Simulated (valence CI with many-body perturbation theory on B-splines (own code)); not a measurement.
Values are calculated unless marked as measured or tabulated.
Tm XLIX: magnetic and hyperfine properties of the levels

Method: configuration interaction combined with many-body perturbation theory (CI+MBPT): three valence electrons over a frozen Dirac-Fock core [Ar], radial functions for each j: 9 s, 9 p, 10 d, 8 f, 5 g, 3 h, 1 i, with the one-electron correlation potential Σ1 (screened to all orders), the two-electron term Σ2, the three-electron term Σ3, Breit, model QED; selected single and double excitations, second order for the rest (own B-spline code, finite nucleus).

The last digits are not significant, and no measured levels were compared; by estimate large intervals hold to a few tenths of a per cent, small ones and those within an open d or f shell to about a per cent. Only levels of the ground parity were solved; by the run's estimate the other parity begins above the list, which can be wrong where configurations are misplaced.

A/g_I is the dipole constant over the nuclear g factor μ/I (μ in nuclear magnetons, uniformly magnetised nucleus), B/Q the quadrupole constant per barn. Both hold the static response of the core; the bare values leave it out. Large factors of s and p1/2 electrons are usually good to 5 to 10 %; those of open d and f shells near neutrality can be off by tens of per cent, and small factors of p3/2, d and f electrons come from cancelling terms and can be off by a factor of two or in sign, in half-filled shells by more. B is blank for J = 1/2, where it vanishes, and for nearly pure S terms. Energies count from the lowest level.

Levels are named by their leading jj configuration (3d3/2^4 stands for four electrons in 3d with j = 3/2), which in mixed levels can hold well under half, so a name can repeat and another be missing. Letters in brackets count levels of one name in rising energy.

| Level | E (cm⁻¹) | g | A/g_I (MHz) | A/g_I bare | B/Q (MHz/b) | B/Q bare |
| --- | --- | --- | --- | --- | --- | --- |
| (3d3/2^3) J=3/2 | 0 | 0.702 | 83100 | 82500 | -48000 | -48600 |
| (3d3/2^2 3d5/2) J=5/2 [a] | 366000 | 1.050 | 47300 | 47500 | -25400 | -25800 |
| (3d3/2^2 3d5/2) J=3/2 | 414280 | 1.180 | 37900 | 38400 | -11000 | -11100 |
| (3d3/2^2 3d5/2) J=7/2 | 439110 | 1.043 | 51200 | 51400 | 19000 | 19200 |
| (3d3/2^2 3d5/2) J=9/2 | 441630 | 1.041 | 53000 | 53100 | 57100 | 57800 |
| (3d3/2^2 3d5/2) J=1/2 | 452990 | 1.824 | -36600 | -34500 |  |  |
| (3d3/2^2 3d5/2) J=5/2 [b] | 618200 | 1.267 | 30200 | 30900 | 82300 | 83300 |
| (3d3/2 3d5/2^2) J=7/2 [a] | 798310 | 1.106 | 38900 | 39200 | -3690 | -3750 |
| (3d3/2 3d5/2^2) J=9/2 | 830700 | 1.131 | 40200 | 40500 | 17900 | 18100 |
| (3d3/2 3d5/2^2) J=3/2 [a] | 868900 | 1.115 | 45300 | 45700 | -50300 | -51000 |
| (3d3/2 3d5/2^2) J=1/2 | 890280 | 1.494 | -15000 | -13700 |  |  |
| (3d3/2 3d5/2^2) J=11/2 | 902420 | 1.081 | 45400 | 45700 | 107000 | 108000 |
| (3d3/2 3d5/2^2) J=5/2 [a] | 906840 | 1.262 | 15800 | 16600 | 62200 | 62900 |
| (3d3/2 3d5/2^2) J=5/2 [b] | 964230 | 1.101 | 47200 | 47500 | -19900 | -20100 |
| (3d3/2 3d5/2^2) J=7/2 [b] | 972670 | 1.090 | 46400 | 46700 | 21000 | 21300 |
| (3d3/2 3d5/2^2) J=3/2 [b] | 1112600 | 0.917 | 71900 | 71800 | 64000 | 64800 |
| (3d5/2^3) J=9/2 | 1260900 | 1.152 | 33100 | 33500 | 9740 | 9870 |
| (3d5/2^3) J=3/2 | 1367600 | 1.101 | 36700 | 37000 | 8210 | 8290 |
| (3d5/2^3) J=5/2 | 1442000 | 1.157 | 33200 | 33700 | 9550 | 9670 |

Question: Take the isotope of mass number 171, with I = 1/2, μ = -0.23 μN. What is the hyperfine structure of (3d3/2^2 3d5/2) J=5/2 [a]?

Answer: From the table A = -21700 MHz. Shifts from the centre of gravity in MHz: F = 2: 38000, F = 3: -27100.
